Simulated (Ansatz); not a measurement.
Consider the cleavage of the B–Si bond: `B[SiH](C)B[SiH3]` + H–F → `BF` + `C[SiH2]B[SiH3]`.

Computed with Ansatz on PBE0-D4/def2-TZVP structures; ΔE is electronic, products minus reactants. CCSD(T)/CBS adds triple-zeta CCSD(T) − MP2 to the extrapolated MP2 energy (def2 sets, frozen cores). This one scheme is used for every species. Functionals use def2-TZVPP. B3LYP here is the variant with VWN-RPA as its local correlation; programs differ in this. One conformer a species, not always the lowest.

Question: Is it downhill or uphill in electronic energy at CCSD(T)/CBS, and by how much? (An estimate is asked.)

Answer: Computed: Downhill: ΔE = -155.9 kJ/mol.

Question: What do these levels give: B3LYP-D4, ωB97M-V, SCS-MP2/def2-TZVPP, CCSD/def2-TZVPP, CCSD(T)/def2-TZVPP, HF/CBS(def2)? (An estimate is asked.)

Answer: The calculation gave: B3LYP-D4 -165.2, ωB97M-V -167.3, SCS-MP2/def2-TZVPP -170.2, CCSD/def2-TZVPP -164.0, CCSD(T)/def2-TZVPP -160.4, HF/CBS(def2) -192.1 kJ/mol.

Largest T1 diagnostic among the species: 0.015.

In def2-TZVPP, CCSD(T) changes the Hartree–Fock value by +31.1 kJ/mol (the triples alone add +3.6 kJ/mol) and MP2 by +27.7 kJ/mol. From PBE to PBE0 (25 % exact exchange), in def2-TZVPP and without D4, ΔE moves by −4.2 kJ/mol. The D4 term adds +7.9 kJ/mol with B3LYP and +4.6 kJ/mol with PBE0; it sums over pairs of atoms, weighted by their polarisabilities, and B3LYP, whose exchange is more repulsive, gets the larger term.
